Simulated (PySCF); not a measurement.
## PySCF run on RbNa

The script input.py:

```python
from pyscf import gto, scf, mp

mol = gto.M(
    atom='Rb 0 0 0; Na 0 0 3.635',
    basis='jorge-dzp',
    charge=0,
    spin=0,
    symmetry=True,
    verbose=4,
)
mf = scf.RHF(mol)
mf.kernel()
mp.MP2(mf, frozen=10).kernel()
mf.dip_moment()
print('orbital energies (hartree):', mf.mo_energy[..., max(0, mol.nelec[1]-3):mol.nelec[0]+3].round(4))
```

```bash
$ OMP_NUM_THREADS=1 python input.py
```

It prints (some set-up lines removed):

```
PySCF version 2.14.0

[INPUT] Symbol           X                Y                Z      unit          X                Y                Z       unit  Magmom
[INPUT]  1 Rb     0.000000000000   0.000000000000   0.000000000000 AA    0.000000000000   0.000000000000   0.000000000000 Bohr   0.0
[INPUT]  2 Na     0.000000000000   0.000000000000   3.635000000000 AA    0.000000000000   0.000000000000   6.869154462794 Bohr   0.0

nuclear repulsion = 59.250378224055
point group symmetry = Coov
symmetry origin: [0.         0.         1.57418123]
symmetry axis x: [1. 0. 0.]
symmetry axis y: [0. 1. 0.]
symmetry axis z: [0. 0. 1.]
num. orbitals of irrep A1 = 28
num. orbitals of irrep E1x = 13
num. orbitals of irrep E1y = 13
num. orbitals of irrep E2x = 3
num. orbitals of irrep E2y = 3
number of shells = 28
number of NR pGTOs = 138
number of NR cGTOs = 60
basis = jorge-dzp
ecp = {}

******** <class 'pyscf.scf.hf_symm.SymAdaptedRHF'> ********
method = SymAdaptedRHF
initial guess = minao
damping factor = 0
level_shift factor = 0
DIIS = <class 'pyscf.scf.diis.CDIIS'>
SCF conv_tol = 1e-09
SCF max_cycles = 50
Freeze 0 electrons in irreps []
    48 free electrons in irreps A1 E1x E1y E2x E2y
Initial guess from minao.
init E= -3095.11522129594
HOMO (A1) = -0.121446356856531  LUMO (A1) = -0.0222725212884827  gap/eV = 2.69866
cycle= 1 E= -3099.90074561851  delta_E= -4.79  |g|= 0.696  |ddm|= 1.65
HOMO (A1) = -0.141325098979241  LUMO (A1) = -0.00452083142798404  gap/eV = 3.72263
cycle= 2 E= -3099.90581733  delta_E= -0.00507  |g|= 0.0677  |ddm|= 0.138
HOMO (A1) = -0.142540774307919  LUMO (A1) = -0.00238101568596663  gap/eV = 3.81394
cycle= 3 E= -3099.90604157762  delta_E= -0.000224  |g|= 0.00578  |ddm|= 0.0584
HOMO (A1) = -0.141786194049757  LUMO (A1) = -0.00198436124874288  gap/eV = 3.80420
cycle= 4 E= -3099.90608174287  delta_E= -4.02e-05  |g|= 0.00195  |ddm|= 0.0229
HOMO (A1) = -0.141580895102298  LUMO (A1) = -0.00173096338702422  gap/eV = 3.80551
cycle= 5 E= -3099.90609219189  delta_E= -1.04e-05  |g|= 0.00056  |ddm|= 0.0159
HOMO (A1) = -0.141448151938906  LUMO (A1) = -0.00171423434645193  gap/eV = 3.80235
cycle= 6 E= -3099.90609289614  delta_E= -7.04e-07  |g|= 9.92e-05  |ddm|= 0.0045
HOMO (A1) = -0.141439755152276  LUMO (A1) = -0.00173148284647989  gap/eV = 3.80166
cycle= 7 E= -3099.90609293897  delta_E= -4.28e-08  |g|= 2.54e-05  |ddm|= 0.00144
HOMO (A1) = -0.141439056478661  LUMO (A1) = -0.00173602452711613  gap/eV = 3.80151
cycle= 8 E= -3099.90609294145  delta_E= -2.48e-09  |g|= 3.1e-06  |ddm|= 0.000482
HOMO (A1) = -0.141439784002281  LUMO (A1) = -0.00173594210666786  gap/eV = 3.80154
cycle= 9 E= -3099.90609294147  delta_E= -1.82e-11  |g|= 5.29e-07  |ddm|= 6.22e-05
HOMO (A1) = -0.141439820965294  LUMO (A1) = -0.00173598636422057  gap/eV = 3.80153
Extra cycle  E= -3099.90609294147  delta_E= 1.36e-12  |g|= 2.08e-07  |ddm|= 9.76e-06
converged SCF energy = -3099.90609294147

******** <class 'pyscf.mp.mp2.RMP2'> ********
nocc = 14, nmo = 50
frozen orbitals 10
E(RMP2) = -3100.0409520028  E_corr = -0.134859061335649
E(SCS-RMP2) = -3100.03663299251  E_corr = -0.130540051041051
E_corr(same-spin) = -0.0361047952635311
E_corr(oppo-spin) = -0.0987542660721175
Dipole moment(X, Y, Z, Debye):  0.00000,  0.00000, -4.86337
orbital energies (hartree): [-0.8156 -0.8151 -0.1414 -0.0017  0.0157  0.0157]
```

In short: E(SCF) = -3099.906093 Eh, 9 cycles, E(MP2) − E(SCF) = -0.13486 Eh, μz(SCF) = -4.86 D.

Run time: 2 s on 1 thread of Arm Neoverse V1 (shared host), peak memory 0.14 GiB.

No relativity is included for the heavy element. Stability towards an unrestricted solution was not tested. The bond length is a typed value, not an optimised one.
